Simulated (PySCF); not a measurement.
# Correlation energy of Ga (gallium, neutral)

[Ar] 3d10 4s2 4p1, 2P determinant. Calculation: PySCF 2.14, in def2-TZVPPD (7s5p5d1f, 54 functions); no relativity, point nucleus. Frozen: [Ne]; 21 electrons correlated.

```tsv
level	correlation energy (mhartree)
CCSD	-304.84
(T)	-9.65
CCSD(T)	-314.49
```

Diagnostics: T1 = 0.012, D1 = 0.0414, largest double amplitude 0.087.

Cost of the coupled-cluster step: of the order of 15 core-seconds, for 21 correlated electrons.

This basis was not built for core-valence correlation, so the inner-shell part is incomplete.
